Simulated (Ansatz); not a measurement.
A single point on C₃H₉NSi (`C/C=N/C[SiH3]`).

```yaml
crystal:
  periodic: [false, false, false]
  atoms:
    - {symbol: C, position_ang: [-1.598875, 1.619700, 1.130210]}
    - {symbol: C, position_ang: [-0.954716, 0.796952, 0.072455]}
    - {symbol: N, position_ang: [-0.513475, -0.363751, 0.295133]}
    - {symbol: C, position_ang: [0.129689, -1.074533, -0.776153]}
    - {symbol: Si, position_ang: [1.975763, -1.241416, -0.404434]}
    - {symbol: H, position_ang: [-1.049940, 2.555888, 1.273641]}
    - {symbol: H, position_ang: [-1.628522, 1.071669, 2.071283]}
    - {symbol: H, position_ang: [-2.616937, 1.893901, 0.836381]}
    - {symbol: H, position_ang: [-0.880198, 1.250113, -0.930013]}
    - {symbol: H, position_ang: [-0.004705, -0.601172, -1.762907]}
    - {symbol: H, position_ang: [-0.282147, -2.088020, -0.833454]}
    - {symbol: H, position_ang: [2.592389, 0.109820, -0.329644]}
    - {symbol: H, position_ang: [2.187691, -1.947426, 0.884203]}
    - {symbol: H, position_ang: [2.630982, -2.010925, -1.497902]}
basis:
  gaussian: {orbitals: def2-TZVPP}
hamiltonian: {xc: pbe}
correlation: {method: rpa}
```

```sh
$ ansatz run in.yaml --threads 4 --pin off --events-out ev --progress --plain --max-ram 10444MiB
```

Output, abridged:

```
Functional definition: PBE
1690 factors; integrals over basis functions are off by at most 1.1e-3 eV
mean field evaluation 1: about -12602.0250 eV, gradient 7.7e1 eV
mean field evaluation 2: about -12602.0094 eV, gradient 7.7e1 eV
mean field evaluation 4: about -12612.2718 eV, gradient 4.3e1 eV
mean field evaluation 8: about -12616.2799 eV, gradient 4.0e-1 eV
mean field evaluation 16: about -12616.2798 eV, gradient 3.1e-4 eV
mean field -12616.27976984 eV, -463.6397299199 hartree, gradient 1.2e-6 eV, S^2 0.000000; 1 other end points of the search recorded, 0 dependent functions left out
9 core orbitals not correlated: weight in the atoms' cores, before any rotation towards them, 1.000 or more for the frozen orbitals, at most 0.000 for the correlated occupied ones
reference -12577.62635662 eV, -462.2192431843 hartree; 15, 15 occupied and 268, 268 virtual orbitals, 1690 factors
Total energy: -12616.65751467 eV, -463.6536117864 hartree
```

It took 6.5 s on 4 threads of an Arm Neoverse V2 on a shared host, with 0.78 GiB of host memory at the peak.
